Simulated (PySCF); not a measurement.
PBEsol on Si⁻ (silicon, charge -1), [Ne] 3s2 3p3, high-spin 4S determinant. Computed with PySCF 2.14 in aug-cc-pwCVDZ (6s5p3d, 36 functions), with the non-relativistic Hamiltonian (point nucleus).

```
cycle= 1 E= -288.739909930451  delta_E= -0.00661  |g|= 0.0301  |ddm|= 0.314
cycle= 2 E= -288.739975381431  delta_E= -6.55e-05  |g|= 0.0134  |ddm|= 0.0266
cycle= 3 E= -288.739993695057  delta_E= -1.83e-05  |g|= 0.000261  |ddm|= 0.0072
cycle= 4 E= -288.739993702003  delta_E= -6.95e-09  |g|= 0.000145  |ddm|= 0.00136
cycle= 5 E= -288.739993729661  delta_E= -2.77e-08  |g|= 1.71e-05  |ddm|= 0.000693
cycle= 6 E= -288.739993729923  delta_E= -2.61e-10  |g|= 4.19e-07  |ddm|= 8.96e-05
converged SCF energy = -288.739993729923  <S^2> = 3.7502667  2S+1 = 4.0001334
```

Highest occupied orbital energy: 1.176 eV; ⟨L²⟩ = 0.00; populations by l: s 6.00, p 9.00, d 0.00.

(1) Can this result be used?

Answers

(1) With care. The run converged. At PBEsol the highest occupied level has a positive energy, so only the finite basis holds that electron; in a semilocal or global hybrid functional this comes from self-interaction and does not mean that the real anion is unbound.
